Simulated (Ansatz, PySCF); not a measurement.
Energy difference 2 R1 + 0.5 R2 → P1 + P2, each structure at its B3LYP-D3(BJ)/def2-TZVP stationary point, reached from a drawn start (curvature not checked).
P1: Cl2 (SMILES ClCl), charge 0, multiplicity 1.
P2, H2O (SMILES O) (charge 0, multiplicity 1):
```xyz
3

O      0.000     0.000     0.390
H      0.000     0.765    -0.195
H      0.000    -0.765    -0.195
```
R1, HCl (SMILES Cl) (charge 0, multiplicity 1, Z-matrix in Å and degrees):
```
Cl
H 1 1.2820
```
R2, O2 (SMILES O=O) (charge 0, multiplicity 3):
```xyz
2

O      0.000     0.000     0.602
O      0.000     0.000    -0.602
```

P less R. No zero-point or thermal terms; singlets are restricted closed shells; open shells are unrestricted; no spin–orbit coupling.

Frozen-core correlation throughout.

Programs: Ansatz (Gaussian basis) for Hartree–Fock, density functionals and correlated methods; PySCF for the D3/D4 terms. Each number belongs to the level named beside it.

PBE/def2-TZVPP gives -0.607 eV for the reaction energy.

Q: How do the other levels lie against it? Give each less PBE: PBE-D3(BJ)/def2-TZVPP, r2SCAN/def2-TZVPP, B3LYP/def2-TZVPP, wB97M-V/def2-TZVPP, B2PLYP/def2-TZVPP, MP2/cc-pV(Q+d)Z, CCSD(T)/cc-pV(Q+d)Z.

A: PBE-D3(BJ)/def2-TZVPP -0.017; r2SCAN/def2-TZVPP 0.131; B3LYP/def2-TZVPP 0.026; wB97M-V/def2-TZVPP -0.055; B2PLYP/def2-TZVPP 0.046; MP2/cc-pV(Q+d)Z -0.130; CCSD(T)/cc-pV(Q+d)Z -0.057 eV. 3 of 7 lie above PBE; the widest gap is to r2SCAN/def2-TZVPP.

Ansatz is a first-principles code.
